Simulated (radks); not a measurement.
Spherical quantum dot in the effective-mass picture: electrons in a parabolic well V = omega^2 r^2 / 2 with omega = 2.19, all in effective atomic units (hartree* = m*/eps^2 hartree, bohr* = eps/m* bohr), one dielectric constant everywhere. Method: non-relativistic Kohn-Sham, r2SCAN, spin-polarised, spherical densities, generalised Kohn-Sham scheme; computed with a radial shooting solver with Libxc functionals. Levels are named by radial order and angular momentum (1s, 1p, 1d, 2s, ...), and open shells are averaged over m.

N = 16, configuration 1s2 1p6 1d(up 5, down 3). This is the lowest configuration that the search found. Occupied and some empty levels:

| level | occupation | eigenvalue (hartree*) | <r> (bohr*) |
|---|---|---|---|
| 1s up | 1 | 14.753 | 0.9896 |
| 1s down | 1 | 14.786 | 0.9800 |
| 1p up | 3 | 16.106 | 1.257 |
| 1p down | 3 | 16.170 | 1.253 |
| 1d up | 5 | 17.600 | 1.452 |
| 1d down | 3 | 17.679 | 1.452 |
| 2s up | 0 | 17.830 | 1.288 |
| 2s down | 0 | 17.880 | 1.293 |
| 1f up | 0 | 19.215 | 1.610 |
| 1f down | 0 | 19.298 | 1.613 |
| 2p up | 0 | 19.555 | 1.462 |
| 2p down | 0 | 19.609 | 1.466 |

Energy (hartree*): total 184.326, kinetic 34.903, external 73.249, Hartree 87.111, exchange-correlation -10.937.
